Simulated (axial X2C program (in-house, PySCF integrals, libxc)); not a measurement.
**CSe⁻: properties at the nuclei**

Calculated with an in-house all-electron X2C program for linear molecules (integrals from PySCF): two-component X2C with atomic mean-field Coulomb and Gaunt terms, Gaussian nuclei, basis Se dyall-acv3z, C dyall-av3z with contracted cores.

R = 1.774 Å (near the PBE0 minimum at charge -1 of the determinant lowest at the starting distance; the state shown can have its own minimum elsewhere).

Determinant lowest in the PBE0 search, Ω = 1/2 (⟨Sz⟩ = -0.50, ⟨Lz⟩ = 1.00 at PBE0), spin on the atoms Se -0.03, C -0.47:

```csv
level,Eeff magnitude (GV/cm),Ws magnitude Se (kHz),A∥/gI Se (MHz),qzz Se (a.u.),A∥/gI C (MHz),qzz C (a.u.)
PBE0,0.119,0.0608,656,0.74,223,-0.42
HF,0.302,0.227,642,1.31,184,-0.53
BP86,0.099,0.0456,665,0.57,215,-0.38
BHandHLYP,0.146,0.0844,609,1.05,215,-0.48
B3LYP,0.135,0.0766,643,0.80,212,-0.43
```

Determinant 0.06 eV from it at PBE0 and this distance, Ω = 3/2 (⟨Sz⟩ = 0.50, ⟨Lz⟩ = 1.00 at PBE0), spin on the atoms Se 0.06, C 0.44:

| level | Eeff magnitude (GV/cm) | Ws magnitude Se (kHz) | A∥/gI Se (MHz) | qzz Se (a.u.) | A∥/gI C (MHz) | qzz C (a.u.) |
| --- | --- | --- | --- | --- | --- | --- |
| PBE0 | 0.0946 | 0.0133 | 141 | 0.70 | 62 | -0.43 |
| HF | 0.554 | 0.148 | 99.3 | 1.40 | 91.4 | -0.55 |
| BP86 | 0.0663 | 0.00597 | 144 | 0.52 | 54.6 | -0.40 |
| BHandHLYP | 0.149 | 0.029 | 136 | 1.03 | 78.6 | -0.50 |
| B3LYP | 0.118 | 0.0206 | 144 | 0.76 | 67.5 | -0.44 |

Eeff is the effective electric field on the electron electric dipole moment in this Ω state and Ws the scalar–pseudoscalar constant of the nucleus named (defined with the proton number Z and per Ω); A∥ (defined per Ω) follows by multiplying with gI = μI/(I μN); qzz is the electric field gradient, eQq0 = 234.96 MHz × Q/barn × qzz. The operators were transformed with the bare-nucleus X2C matrices; with these basis sets, hyperfine constants and field gradients can be off by tens of per cent, and where levels differ in sign neither size nor sign is settled.

**Question.** With gI(77Se) = 1.0701, gI(13C) = 1.4048 (g factors from the IAEA table of nuclear moments by Stone), turn the PBE0 values of the first state into constants in MHz.

**Answer.** A∥(77Se) = 656 × 1.0701 = 702 MHz; A∥(13C) = 223 × 1.4048 = 313 MHz.

Each state is one determinant with collinear spin. Unrestricted Hartree–Fock can overshoot spin polarisation at the nuclei. For an anion, determinants above electron detachment, or with a positive highest level, are held by the basis set. Where Eeff spreads by more than a factor of two the levels disagree and none is to be relied on. The search compared states at one distance, so a state with another bond length can lie lower. Where a field gradient or hyperfine factor spreads by more than a factor of two over the levels, a constant derived from it is not to be relied on. PBE0 term energies can be off by some tenths of an eV.
